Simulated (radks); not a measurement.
Isoelectronic series with 2 electrons, each ion in its NIST ground configuration. Method: non-relativistic Kohn-Sham, r2SCAN, spin-polarised, spherical densities, point nucleus; meta-GGA in the generalised Kohn-Sham scheme; computed with a radial shooting solver on a logarithmic mesh with Libxc functionals. Total energies (hartree) and orbital eigenvalues (hartree):

ion    configuration  E (hartree)         1s
He              [He]     -2.90496   -0.60772
Ne8+            [He]    -93.90951  -41.95286
Ar16+           [He]   -312.91022  -147.2985
Fe24+           [He]   -659.91053  -316.6442
Se32+           [He]  -1134.91070  -549.9898
Mo40+           [He]  -1737.91081  -847.3354
Sn48+           [He]  -2468.91088  -1208.681
Ce56+           [He]   -3327.9109  -1634.027
Dy64+           [He]   -4314.9110  -2123.372
W72+            [He]   -5429.9110  -2676.718
